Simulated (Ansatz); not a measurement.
Computed with Ansatz on PBE0-D4/def2-TZVP structures; ΔE is electronic, products minus reactants. CCSD(T)/CBS is the MP2 limit (def2-TZVPP, def2-QZVPP) plus CCSD(T) − MP2 in def2-TZVPP, frozen cores. This one scheme is used for every species. DFT in def2-TZVPP. HSE06 is defined as in plane-wave codes. def2 core potentials past Kr. For Zr outer-core shells are correlated without core-valence functions, which leaves a few kJ/mol of doubt a bond. Each species was taken in one conformer, which may not be the lowest.

Consider the ligand exchange at a Zr–S bond: `[OH][Zr]([F])([F])[SH]` + H–F → `[OH][Zr]([F])([F])[F]` + H₂S.

CCSD(T)/CBS gives -82.3 kJ/mol.

(1) Another level gave -91.1 kJ/mol. Which?
A. r2SCAN/def2-TZVPP
B. PBE0/def2-TZVPP
C. HSE06-D4/def2-TZVPP
D. LC-ωPBE/def2-TZVPP

(2) What do rigid-rotor, harmonic-oscillator terms from PBE0-D4/def2-TZVP frequencies (298.15 K, 1 bar) make of the CCSD(T)/CBS value? (An estimate is asked.)

Largest T1 diagnostic among the species: 0.017.

Results:

(1) A. r2SCAN -91.1, PBE0 -85.7, HSE06-D4 -81.6, LC-ωPBE -101.5 kJ/mol.

(2) Ansatz gave: ΔZPE = -2.5 kJ/mol, ΔH = -86.9 kJ/mol, ΔS = -8 J/(mol·K), ΔG = -84.5 kJ/mol.

From r2SCAN to r2SCAN0 (25 % exact exchange), in def2-TZVPP and without D4, ΔE moves by +4.1 kJ/mol. The D4 term adds +6.0 kJ/mol with B3LYP and +3.4 kJ/mol with PBE0; it sums over pairs of atoms, weighted by their polarisabilities, and B3LYP, whose exchange is more repulsive, gets the larger term.

B3LYP here is the variant with VWN-RPA as its local correlation; programs differ in this.
